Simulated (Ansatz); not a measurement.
The cluster ZrTe2⁺. The state is a doublet with charge 1. Geometry PBE-D4/def2-TZVP; atoms count from 1.

```tsv
atom	x (Å)	y (Å)	z (Å)
Zr1	0.443	0.519	-1.006
Te2	-0.336	1.371	1.293
Te3	-0.107	-1.890	-0.287
```

In the def2 sets Te, Zr take a core potential; there is no spin–orbit coupling. The relaxed charge 1 doublet is spin-contaminated (final ⟨S²⟩ up to 0.83, 0.75 for a pure state). No other spin state of charge 1 was run. The structure comes from a short search, and lower isomers may exist.

Estimate the Mulliken populations from the PBE0/def2-TZVP orbitals of Ansatz.


```tsv
atom	charge (e)	spin (α − β)	d electrons
Zr1	0.88	-0.39	2.50
Te2	0.06	0.70	–
Te3	0.06	0.70	–
```
Mulliken values and Mayer orders depend strongly on the basis.

Where does the spin sit?

Summed by element: Zr -0.39, Te 1.39, of 1 unpaired in all. Largest on single atoms: Te2 0.70, Te3 0.70, Zr1 -0.39.

And the Mayer bond orders between bonded heavy atoms (over 0.3)?

Zr1–Te2 2.13 (2.57 Å); Zr1–Te3 2.13 (2.57 Å).
